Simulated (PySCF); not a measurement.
Cartesian coordinates in Å; atom numbers follow the order of the lines, from 1:
```xyz
24

C     2.7207    1.3546    1.6181
C     1.5948    0.9907    0.9951
C     0.3766    1.7202    1.2781
C    -0.8235    1.4349    0.7672
O    -1.0054    0.4047   -0.0890
C    -2.2521    0.1357   -0.5568
C    -2.4799   -0.8648   -1.3972
C    -3.8281   -1.2065   -1.9339
Si    1.5499   -0.4497   -0.2382
C     3.3157   -1.1280   -0.4422
H     3.6566    0.8512    1.4510
H     2.7448    2.1723    2.3247
H     0.4432    2.5576    1.9593
H    -1.7076    2.0141    1.0178
H    -3.0466    0.7857   -0.1997
H    -1.6494   -1.4756   -1.7180
H    -4.0890   -2.2313   -1.6717
H    -4.5883   -0.5387   -1.5366
H    -3.8324   -1.1346   -3.0210
H     1.1230    0.0061   -1.5674
H     0.7265   -1.5496    0.2803
H     3.7180   -1.5117    0.4904
H     4.0009   -0.3718   -0.8131
H     3.3199   -1.9459   -1.1560
```

Calculated, not measured (PySCF): NMR shieldings at PBE0/pcSseg-1/GIAO, GFN2-xTB geometry. A single conformation, gas phase, non-relativistic, equivalent nuclei averaged.

Q: List the cross peaks expected in HSQC, COSY and HMBC spectra.

A: 

HSQC (one-bond C–H):
| δH | δC |
| --- | --- |
| 6.41 (H15) | 150.1 (C6) |
| 6.21 (H14) | 149.6 (C4) |
| 5.91 (H12) | 132.0 (C1) |
| 5.53 (H13) | 120.1 (C3) |
| 5.51 (H16) | 111.9 (C7) |
| 5.41 (H11) | 132.0 (C1) |
| 1.77 (H17/H18/H19) | 16.0 (C8) |
| 0.10 (H22/H23/H24) | -5.9 (C10) |

COSY cross peaks (H two or three bonds apart, from the bond graph; peaks can be absent where the dihedral angle is near 90°):
| δH | δH |
| --- | --- |
| 6.41 (H15) | 5.51 (H16) |
| 6.21 (H14) | 5.53 (H13) |
| 5.91 (H12) | 5.41 (H11) |
| 5.51 (H16) | 1.77 (H17/H18/H19) |
| 4.86 (H20/H21) | 0.10 (H22/H23/H24) |

HMBC (two and three bonds, from the bond graph):
| δH | δC |
| --- | --- |
| 6.41 (H15) | 149.6 (C4), 111.9 (C7), 16.0 (C8) |
| 6.21 (H14) | 150.1 (C6), 147.4 (C2), 120.1 (C3) |
| 5.91 (H12) | 147.4 (C2), 120.1 (C3) |
| 5.53 (H13) | 149.6 (C4), 147.4 (C2), 132.0 (C1) |
| 5.51 (H16) | 150.1 (C6), 16.0 (C8) |
| 5.41 (H11) | 147.4 (C2), 120.1 (C3) |
| 4.86 (H20/H21) | 147.4 (C2), 132.0 (C1), 120.1 (C3), -5.9 (C10) |
| 1.77 (H17/H18/H19) | 150.1 (C6), 111.9 (C7) |
| 0.10 (H22/H23/H24) | 147.4 (C2) |

Referencing at the same level of theory: ¹H (31.72 ppm), ¹³C (186.93 ppm) vs TMS.

Short H···H contacts in this conformer between protons four or more bonds apart (candidates for NOE cross peaks, intensity ∝ r⁻⁶): H14···H15 2.19 Å, H12···H13 2.36 Å, H15···H18 2.43 Å, H11···H22 2.55 Å.

Shifts are as computed. Against solution values, carbons near 30 ppm lie about +3 ppm off and those near 130 ppm about +5 ppm. Of 1309 compounds with measured shifts, 239 miss one by over three times the rms of a fit or turn the order of signals round; such compounds aren't used in these exercises.
